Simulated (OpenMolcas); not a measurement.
## d8 ions of charge +3 down a group with 6 water ligands in octahedral coordination

| Quantity | Value |
| --- | --- |
| Program | OpenMolcas |
| Method | SS-CASPT2, IPEA 0.25 Eh, imaginary shift 0.1 Eh |
| Spin-orbit coupling | RASSI with atomic mean-field integrals over the reference wave functions |

The d shell is active; CASPT2 correlates the ligand valence shells and the outer metal core. Anionic complexes are neutralised by point charges behind the ligands. Distances were set from a Shannon-type radius of the metal (high-spin where two are listed) plus a fixed donor radius (H2O 1.36 Å). Ligand basis ANO-RCC-VDZP, DKH2 Hamiltonian. States (labels of O, taken over from Oh, the nearest higher group). Energies in cm-1 above the lowest state or level, χT in cm3 K/mol. Spin-only χT is S(S+1) / 2 for the spin of the ground state.

```
 Ion  Shell  R (Å)   Metal basis  Ground state  First state of that spin  First gap with spin-orbit (degeneracies)  χT at 300 K  First state of another spin  Spin-only χT
Ag3+    4d8   2.11  ANO-RCC-VTZP           3A2                 3T2 19470                               5020 (3, 2)        1.256                      1E 5090         1.000
Au3+    5d8   2.21  ANO-RCC-VDZP           3A2                 3T2 19360                               5780 (3, 2)        1.602                      1E 6400         1.000
```

The rows also differ in their metal basis, so part of each step comes from that.

Every ion keeps the highest spin of its shell. χT departs most from the spin-only value for Au3+, by +0.602 cm3 K/mol.

Roots that are degenerate in the reference are averaged as groups; the widest CASPT2 spread within a group is 770 cm-1 (the 3-fold group of multiplicity 1 near 25600 cm-1 above the lowest state of its run, Au3+). Shifts and gaps below about the spread of the groups concerned are not significant. Over all roots computed the reference weight is 0.57 to 0.69 in Ag3+, 0.64 to 0.69 in Au3+; the roots of lowest weight are the least certain, and an intruder state may touch them. Real 4d8 and 5d8 ions are as a rule square planar and diamagnetic. The least metal-like active orbital is 78 % on the metal (Löwdin) and no ligand orbital is active, so the numbers are rough. Ligand-to-metal charge-transfer states are missing. With no ligand orbital active B as a rule stays too high, so bands that hang on it stand too high and its fall with covalency is understated. With one d shell and no ligand orbital active, 10Dq can be off by a tenth or more. No measured value stands beside these numbers; the geometry was imposed, not optimised, and the real ion may take another.
